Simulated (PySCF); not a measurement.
ethynylcyclopropane (C5H6), SMILES C#CC1CC1.

Geometry: B3LYP-D3(BJ)/def2-SVP.

These are M06-2X/def2-TZVP run with PySCF values and carry that method's errors.

```json
{
 "total_energy": "-194.02385 hartree",
 "point_group": "Cs",
 "highest_occupied_level": "-8.35 eV",
 "lowest_empty_level": "1.64 eV",
 "orbital_gap": "9.99 eV",
 "dipole_moment": "0.97 D",
 "quadrupole, principal values (traceless, Buckingham form, about the centre of nuclear charge)": "-3.37, -2.70, 6.07 D·Å",
 "mean_static_polarisability": "55.3 bohr³ (8.20 Å³)",
 "polarisability_principal_values": "43.6, 45.5, 76.9 bohr³"
}
```
